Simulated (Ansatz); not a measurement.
Species: 3-methylselanylprop-1-ene, C4H8Se (charge 0, singlet). SMILES: [Se](CC=C)C
Geometry from a B3LYP-D3(BJ)/def2-TZVP (Ansatz, an electronic-structure program) optimisation:
```xyz
13

C     -2.8768     0.6318    -0.8344
C     -1.6725     1.1013    -0.5297
C     -0.3953     0.4743    -0.9589
Se     0.4926    -0.3603     0.6125
C      2.2816    -0.5171    -0.1800
H     -3.0002    -0.2575    -1.4420
H     -3.7788     1.1189    -0.4882
H     -1.5818     1.9854     0.0939
H     -0.5543    -0.2937    -1.7135
H      0.3074     1.2174    -1.3364
H      2.9193    -0.9756     0.5730
H      2.2493    -1.1522    -1.0624
H      2.6686     0.4678    -0.4325
```

Property: atomisation energy (electronic, to ground-state atoms), in kJ/mol. Valence correlation only, unless marked. UHF or UKS for open shells. Spin-orbit coupling is left out. The frozen core is the preceding noble-gas configuration, with the filled d and f shells of earlier blocks. Non-relativistic. The coupled-cluster limit lacks core correlation, which all-electron functionals hold. Basis-set limits of correlation are two-point, X^-3; Hartree-Fock from the larger set. [CCSD(T)-MP2]/basis is that difference in the basis named.

```json
[
 {"level": "HF/cc-pVDZ", "program": "Ansatz", "atomisation energy (kJ/mol)": "3630.9"},
 {"level": "PBE/def2-TZVPD", "program": "Ansatz", "atomisation energy (kJ/mol)": "5078.5"},
 {"level": "revPBE-D4/def2-TZVPD", "program": "Ansatz + dftd4", "atomisation energy (kJ/mol)": "4994.8"},
 {"level": "B3LYP-D4/def2-TZVPD", "program": "Ansatz + dftd4", "atomisation energy (kJ/mol)": "4998.2"},
 {"level": "B3LYP/def2-TZVPD", "program": "Ansatz", "atomisation energy (kJ/mol)": "4955.8"},
 {"level": "LC-wPBE-D3(BJ)/def2-TZVPD", "program": "Ansatz + dftd3", "atomisation energy (kJ/mol)": "4984.8"},
 {"level": "B2PLYP/def2-TZVPD", "program": "Ansatz", "atomisation energy (kJ/mol)": "4926.1"},
 {"level": "MP2/aug-cc-pVDZ", "program": "Ansatz", "atomisation energy (kJ/mol)": "4727.6"},
 {"level": "MP2/cc-pVDZ", "program": "Ansatz", "atomisation energy (kJ/mol)": "4668.1"},
 {"level": "SCS-MP2/cc-pVQZ", "program": "Ansatz", "atomisation energy (kJ/mol)": "4984.3"},
 {"level": "CCSD/STO-3G", "program": "Ansatz", "atomisation energy (kJ/mol)": "5199.9"},
 {"level": "CCSD(T)/STO-3G", "program": "Ansatz", "atomisation energy (kJ/mol)": "5205.6"},
 {"level": "CCSD(T)/6-31G", "program": "Ansatz", "atomisation energy (kJ/mol)": "4350.1"},
 {"level": "RI-MP2/CBS(cc-pVTZ,cc-pVQZ)+[CCSD(T)-MP2]/cc-pVTZ", "program": "Ansatz", "atomisation energy (kJ/mol)": "4989.9"},
 {"level": "CCSD(T)/CBS(cc-pVTZ,cc-pVQZ)", "program": "Ansatz", "atomisation energy (kJ/mol)": "4984.5"}
]
```
